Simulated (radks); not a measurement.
Results of a calculation; reference values are marked as such.
Q: Species: Cu+. Configuration: [Ar] 3d9 7s1 (not the ground configuration). Level of theory: Dirac Kohn-Sham, PBE, spin-unpolarised, spherical densities, finite nucleus; open shells fill j = l - 1/2 first; Fermi nuclear charge, rms radius 3.8823 fm (a radial shooting solver on a logarithmic mesh with Libxc functionals). Some entries of the table are withheld. Estimate them.

| orbital | occ. | eigenvalue (Ry) | <r> (bohr) | <1/r> (bohr^-1) |
|---|---|---|---|---|
| 1s1/2 | 2 | -652.1058 | 0.05213 | 29.16 |
| 2s1/2 | 2 | -79.79829 | 0.2350 | (1) |
| 2p1/2 | 2 | (2) | 0.2041 | 6.313 |
| 2p3/2 | 4 | (3) | 0.2075 | 6.173 |
| 3s1/2 | 2 | -10.15336 | 0.7099 | 2.007 |
| 3p1/2 | 2 | (4) | (5) | 1.875 |
| 3p3/2 | 4 | (6) | (7) | 1.841 |
| 3d3/2 | 4 | -2.03641 | 0.9196 | 1.463 |
| 3d5/2 | 5 | -2.01438 | 0.9258 | 1.454 |
| 7s1/2 | 1 | -0.15138 | 16.66 | 0.08228 |

A: 
(1) 2s1/2 <1/r> (bohr^-1): 6.359
(2) 2p1/2 eigenvalue (Ry): -70.11654
(3) 2p3/2 eigenvalue (Ry): -68.61024
(4) 3p1/2 eigenvalue (Ry): -7.14701
(5) 3p1/2 <r> (bohr): 0.7380
(6) 3p3/2 eigenvalue (Ry): -6.95580
(7) 3p3/2 <r> (bohr): 0.7484
